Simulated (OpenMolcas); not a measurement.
V4+ (d1) in a complex was computed by CASSCF with the d shell active (OpenMolcas, ANO-RCC-VDZP on the metal). Its lowest spin-free states, and all those of the highest spin:

```json
{"2S+1": "2", "Degeneracy": "1", "E (cm-1)": "0.0"}
{"2S+1": "2", "Degeneracy": "2", "E (cm-1)": "2710"}
{"2S+1": "2", "Degeneracy": "2", "E (cm-1)": "16775"}
```

Question: Is the site octahedral, tetrahedral or cube-like, axial, or of lower symmetry?

Answer: The states with 2S+1 = 2 have orbital degeneracies 1, 2, 2. There are pairs but no triples, so the site is axial: not cubic, but with a proper or improper axis of order three or more. The run had V4+ with 3 ligands (chloride) in trigonal planar coordination (D3h) at 2.15 Å. Ligand basis ANO-RCC-VDZP.

The least metal-like active orbital is 75 % on the metal (Löwdin) and no ligand orbital is active, so the numbers are rough. Ligand-to-metal charge-transfer states are missing. With metal d orbitals alone and no dynamic correlation the field as a rule comes out too small, by tens of per cent, by up to half for chloride and softer ligands. No measured value stands beside these numbers; the geometry is a model, was not optimised and need not be the one that this ion takes.
